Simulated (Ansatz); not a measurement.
Geometry optimisation, UKS B3LYP/def2-SVP in Ansatz 0.2.0.

Input:

```yaml
crystal:
  periodic: [false, false, false]
  atoms:
    - { symbol: Ga, position_ang: [-1.12049, 0.0496, -1.391901] }
    - { symbol: S, position_ang: [1.013366, -0.418279, -1.961834] }
    - { symbol: H, position_ang: [-2.079245, -1.182561, -1.498514] }
    - { symbol: H, position_ang: [-1.488603, 1.509015, -0.968297] }
    - { symbol: H, position_ang: [0.422406, -0.440631, 0.641412] }
    - { symbol: As, position_ang: [0.016511, -0.479499, 2.101245] }
    - { symbol: H, position_ang: [1.481002, 0.82042, -1.686979] }
    - { symbol: H, position_ang: [1.440634, -0.869267, 2.501801] }
    - { symbol: H, position_ang: [0.31442, 1.011101, 2.263168] }
magnetization:
  spin_polarized: true
basis:
  gaussian: { orbitals: def2-SVP }
hamiltonian:
  xc: b3lyp
relax:
  f_tol: 0.03
  max_steps: 50
```

Command:

```bash
$ ansatz run input.yaml --threads 4 --pin off --max-ram 5120MiB --backend cpu --events-out ev --progress --plain --runs-dir out
```

Where does it end, and by what steps?

The run converged. The force dipped under the threshold on the way, but the program's further checks kept it going. After 7 steps the energy has fallen by 0.119 eV; S2 moved furthest, 0.53 Å.

```tsv
step	energy less start (eV)	largest force component (eV/Å)	accepted
0	0.0000	0.513	yes
1	-0.0747	0.170	yes
2	-0.0957	0.148	yes
3	-0.1120	0.093	yes
4	-0.0518	0.638	no
5	-0.1156	0.065	yes
6	-0.1181	0.012	yes
7	-0.1186	0.014	yes
```

```xyz
9
Properties=species:S:1:pos:R:3
Ga -1.134 0.047 -1.700
S 0.907 -0.347 -2.480
H -2.124 -1.157 -1.820
H -1.445 1.462 -1.106
H 0.412 -0.488 1.081
As 0.075 -0.492 2.577
H 1.399 0.881 -2.197
H 1.503 -0.902 2.939
H 0.407 0.996 2.706
```

Whether the end is a true minimum wasn't checked by a vibrational analysis.

The run took 43 s on 4 threads of Arm Neoverse N1, with other jobs on the host, peak memory 0.43 GiB.
